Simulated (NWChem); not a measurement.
Species: NbF$_{5}$; SMILES [F][Nb]([F])([F])([F])[F]

All runs: NWChem. Coordinates come from a PBE0/def2-SVP optimisation. No frequency run checked for a minimum. def2 effective core potentials on Nb; no spin-orbit coupling. Level PBE/def2-SVP: single points from the atomic guess with DIIS by default; each run changes one setting, and all converged runs end within 0.3 mHa of each other. cgmin counts macro-iterations, each dearer than a DIIS step. NWChem's automatic level shift, which a small gap switches on, acted in some of these runs.

Which setting needs the most SCF iterations, or fails (DIIS on 3 Fock matrices; no DIIS, 40 % damping; defaults; core-Hamiltonian guess; quadratically convergent solver (cgmin))?

no DIIS, 40 % damping, which doesn't converge.
```
setting                                        SCF iterations
---------------------------------------  --------------------
defaults                                                   10
quadratically convergent solver (cgmin)                     6
core-Hamiltonian guess                                     16
DIIS on 3 Fock matrices                                    15
no DIIS, 40 % damping                    not converged in 200
```
